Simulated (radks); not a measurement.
Results of a calculation; reference values are marked as such.
All-electron atom: Pb2+ in [Hg] (the NIST ground configuration). Code: a radial shooting solver on a logarithmic mesh with Libxc functionals. Model: scalar-relativistic Kohn-Sham, LDA (Slater exchange, Perdew-Wang correlation), spin-unpolarised, spherical densities, point nucleus.

Unscreened Slater integrals over Kohn-Sham orbitals (hartree).

\begin{tabular}{lr}
integral & value \\ \hline
F0(6s,6s) & 0.41538 \\
F0(6s,5d) & 0.48962 \\
G2(6s,5d) & 0.10703 \\
F0(6s,5p) & 0.51157 \\
G1(6s,5p) & 0.039568 \\
F0(6s,4f) & 0.54434 \\
G3(6s,4f) & 0.015455 \\
F0(5d,5d) & 0.69847 \\
F2(5d,5d) & 0.36374 \\
F4(5d,5d) & 0.24229 \\
F0(5d,5p) & 0.78549 \\
F2(5d,5p) & 0.39417 \\
G1(5d,5p) & 0.47924 \\
G3(5d,5p) & 0.29778 \\
F0(5d,4f) & 0.90291 \\
F2(5d,4f) & 0.21651 \\
F4(5d,4f) & 0.10131 \\
G1(5d,4f) & 0.065493 \\
G3(5d,4f) & 0.064565 \\
G5(5d,4f) & 0.052528 \\
F0(5p,5p) & 0.92104 \\
F2(5p,5p) & 0.49611 \\
F0(5p,4f) & 1.1376 \\
F2(5p,4f) & 0.35133 \\
G2(5p,4f) & 0.12394 \\
G4(5p,4f) & 0.10785 \\
F0(4f,4f) & 2.0096 \\
F2(4f,4f) & 1.0099 \\
F4(4f,4f) & 0.64575 \\
F6(4f,4f) & 0.46821 \\
\end{tabular}
